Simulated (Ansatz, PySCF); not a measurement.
Molecule: Si2H2F3 (charge 0, doublet). SMILES: F[SiH][SiH](F)F
Geometry: optimised at B3LYP-D3(BJ)/def2-TZVP (Ansatz, a program for electronic structure).

Wanted: atomisation energy, in kcal/mol. Terms: atomisation electronic, to ground-state atoms; non-relativistic; no dispersion term unless named; UHF or UKS for open shells; valence correlation only; spin-orbit terms left out. CBS(X,Y): correlation extrapolated as X^-3; Hartree-Fock from the larger set. Ab initio and DFT rows: single points at B3LYP-D3(BJ) geometries (Ansatz).

```tsv
species	coefficient	E at BP86/def2-SVP (PySCF), Eh	E at wB97M-V/def2-TZVPD (Ansatz), Eh
F[SiH][SiH](F)F	-1	-879.45358	-879.90164
F atom	+3	-99.63266	-99.74647
H atom	+2	-0.49913	-0.49411
Si atom	+2	-289.29781	-289.35271
```

Coupled cluster (Ansatz) is a level with limits of its own, used here on species with T1 under 0.025 (0.045 for open shells) and stable references: CCSD(T)/CBS(cc-pV(T+d)Z,cc-pV(Q+d)Z). Value to compare with, CCSD(T)/CBS(cc-pV(T+d)Z,cc-pV(Q+d)Z) (Ansatz): 615.4 kcal/mol. 1 Eh = 627.5095 kcal/mol.

Question: Work the quantity out at each level, and compare with CCSD(T)/CBS(cc-pV(T+d)Z,cc-pV(Q+d)Z) (Ansatz).

Answer: 
- BP86/def2-SVP: the sum of coefficient times E is 0.96172 Eh, or 603.49 kcal/mol. Result: 603.5 kcal/mol. Its difference against CCSD(T)/CBS(cc-pV(T+d)Z,cc-pV(Q+d)Z) (Ansatz) is -11.9 kcal/mol.
- wB97M-V/def2-TZVPD: the sum of coefficient times E is 0.96859 Eh, or 607.80 kcal/mol. Result: 607.8 kcal/mol. Its difference against CCSD(T)/CBS(cc-pV(T+d)Z,cc-pV(Q+d)Z) (Ansatz) is -7.6 kcal/mol.
